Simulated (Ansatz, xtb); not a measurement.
# CHClSiSn: where a starting geometry ends

The starting geometry of this gas-phase triplet was built from a drawn formula by distance geometry and a force field; its bonds are those of `[CH]#[Sn][Si]Cl`.

```xyz
5

C     0.3084   -2.0011    1.9565
Cl    2.4216    2.5882    0.0943
Si    0.7620    1.5004   -0.5258
Sn    0.4859   -0.5526    0.9267
H     0.1700   -2.8244    2.5974
```

Problem. Where would you expect an optimisation with r2SCAN-D4/def2-SVP to take it?

Solution. A new bond forms, giving a structure given below by its coordinates. Distances that change by over a tenth: C1–Sn4 (1.79 → 2.11 Å), Si3–Sn4 (2.53 → 2.81 Å). Contacts that close: C1–Si3 (4.32 → 1.78 Å).

The energy falls by 3.30 eV over 32 steps:

| step | E − E(last) (eV) |
| --- | --- |
| 1 | 3.301 |
| 4 | 2.529 |
| 8 | 2.314 |
| 11 | 2.254 |
| 15 | 2.226 |
| 18 | 2.155 |
| 22 | 1.628 |
| 25 | 0.278 |
| 29 | 0.001 |
| 32 | 0.000 |

Final geometry (Å):

| atom | x (Å) | y (Å) | z (Å) |
| --- | --- | --- | --- |
| C | 0.5487 | -1.0602 | 1.2068 |
| Cl | 1.6126 | 1.5461 | -0.6713 |
| Si | 0.2600 | 0.6109 | 0.6514 |
| Sn | 1.7504 | -0.4014 | 2.8103 |
| H | -0.0237 | -1.9849 | 1.0519 |

From the same start GFN2-xTB reaches the same bonding as this run.

The end wasn't checked by frequencies. Open shells are spin-unrestricted. The triplet needn't be the ground state. Atoms past krypton carry core potentials, without spin–orbit terms. Run with Ansatz 0.2.0, 3.5 min on 2 threads of Intel(R) Xeon(R) 6975P-C (Granite Rapids), with other jobs on the host.
